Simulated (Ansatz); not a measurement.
A made-up structure of BH3TeO, singlet:

B1  (-0.551, -0.917, 0.780)
Te2  (-0.809, 0.501, -0.717)
O3  (1.262, -0.489, 1.412)
H4  (-2.308, 0.482, -1.496)
H5  (0.437, 1.577, -1.102)
H6  (1.897, -0.841, 0.780)
(Å)

It is relaxed with PBE-D4/def2-SVP and then PBE0-D4/def2-TZVP (Ansatz 0.2.0). Atoms count as bonded within 1.22 times the sum of their covalent radii (H–H: 0.88 Å). The end point is not checked to be a true minimum.

**Question.** Does its bonding change? (Judge from chemistry; the calculation decides.)

**Answer.** Computed: Yes. Formed: B1–O3; broken: B1–Te2.

Where it ends: The first stage lowers the energy by 4.12 eV in 37 steps. It ends as a complex of BHO ([B][OH]) + H₂Te:
```csv
atom,x (Å),y (Å),z (Å)
B1,0.6977,-2.0208,1.5847
Te2,-0.8647,1.5065,-0.6884
O3,0.9780,-0.7929,1.3213
H4,-1.6477,0.2740,-1.4683
H5,0.3078,1.5198,-1.8575
H6,0.4566,-0.1743,0.7655
```

Labels in which every atom is bracketed show which atoms are joined, not bond orders.

For scale, one of the runs: PBE0-D4/def2-TZVP relaxation, 130 basis functions, launched by `ansatz run in.yaml --threads 2 --pin off --events-out ev --progress --plain --max-ram 4352MiB`. Hardware: 2 CPU threads of an Arm Neoverse V2, shared host. Wall time about 41 s.
